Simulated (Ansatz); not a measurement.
Calculation: Ansatz (a first-principles code) with frozen-core CCSD(T)/def2-TZVPP // r2SCAN-D4/def2-SVP.

Ansatz 0.2 input:
```yaml
crystal:
  periodic: [false, false, false]
  atoms:
    - { symbol: Nb, position_ang: [0.043661, -0.081953, -0.084104] }
    - { symbol: Cl, position_ang: [1.328915, -1.814802, -0.991593] }
    - { symbol: Cl, position_ang: [1.815633, 1.346388, 0.635875] }
    - { symbol: N, position_ang: [-0.45857, -0.237727, 1.812348] }
    - { symbol: H, position_ang: [-1.27111, -0.739326, 2.161171] }
    - { symbol: H, position_ang: [0.003814, 0.288953, 2.55091] }
    - { symbol: N, position_ang: [-1.594452, -1.031481, -0.678942] }
    - { symbol: H, position_ang: [-1.596235, -1.997795, -1.006887] }
    - { symbol: H, position_ang: [-2.544906, -0.661047, -0.707109] }
    - { symbol: N, position_ang: [-0.680276, 1.488038, -1.044432] }
    - { symbol: H, position_ang: [-1.394509, 1.462028, -1.768043] }
    - { symbol: H, position_ang: [-0.385623, 2.44319, -0.849477] }
basis:
  gaussian: { orbitals: def2-TZVPP }
correlation:
  method: ccsd_t
```

Output:

```
Functional definition: HF
1925 factors; integrals over basis functions are off by at most 1.3e-3 eV
mean field evaluation 1: about -31079.2591 eV, gradient 6.9e1 eV
mean field evaluation 2: about -31079.5104 eV, gradient 7.0e1 eV
mean field evaluation 4: about -31088.9090 eV, gradient 9.7e0 eV
mean field evaluation 8: about -31089.1688 eV, gradient 9.2e-1 eV
mean field evaluation 16: about -31089.1716 eV, gradient 2.7e-6 eV
mean field evaluation 32: about -31076.2430 eV, gradient 4.0e0 eV
mean field -31089.17162448 eV, -1142.5059842021 hartree, gradient 2.7e-6 eV, S^2 0.000000; 0 other end points of the search recorded, 0 dependent functions left out
13 core orbitals not correlated
reference -31089.17162448 eV, -1142.5059842021 hartree; 24, 24 occupied and 280, 280 virtual orbitals, 1925 factors
second order -41.23015700 eV of doubles, -0.00000000 eV of singles
cycle   1  -40.19723454 eV  change     1.0e0 eV  update   2.4e-1
cycle   2  -41.38409289 eV  change    -1.2e0 eV  update   1.3e-1
cycle   3  -41.76560457 eV  change   -3.8e-1 eV  update   4.9e-2
cycle   4  -41.76145015 eV  change    4.2e-3 eV  update   2.2e-2
cycle   5  -41.74550567 eV  change    1.6e-2 eV  update   1.0e-2
cycle   6  -41.74954313 eV  change   -4.0e-3 eV  update   4.5e-3
cycle   7  -41.75128058 eV  change   -1.7e-3 eV  update   2.0e-3
cycle   8  -41.75105465 eV  change    2.3e-4 eV  update   8.6e-4
cycle   9  -41.75140019 eV  change   -3.5e-4 eV  update   4.1e-4
cycle  10  -41.75194724 eV  change   -5.5e-4 eV  update   2.3e-4
cycle  11  -41.75143503 eV  change    5.1e-4 eV  update   1.2e-4
cycle  12  -41.75137049 eV  change    6.5e-5 eV  update   7.7e-5
cycle  13  -41.75144691 eV  change   -7.6e-5 eV  update   3.8e-5
cycle  14  -41.75145308 eV  change   -6.2e-6 eV  update   2.2e-5
perturbative correction -2.17054177 eV, -0.0797659387 hartree
Total energy: -31133.09361932 eV, -1144.1200877412 hartree
```

Cost: about 70 core-minutes (a rough figure).
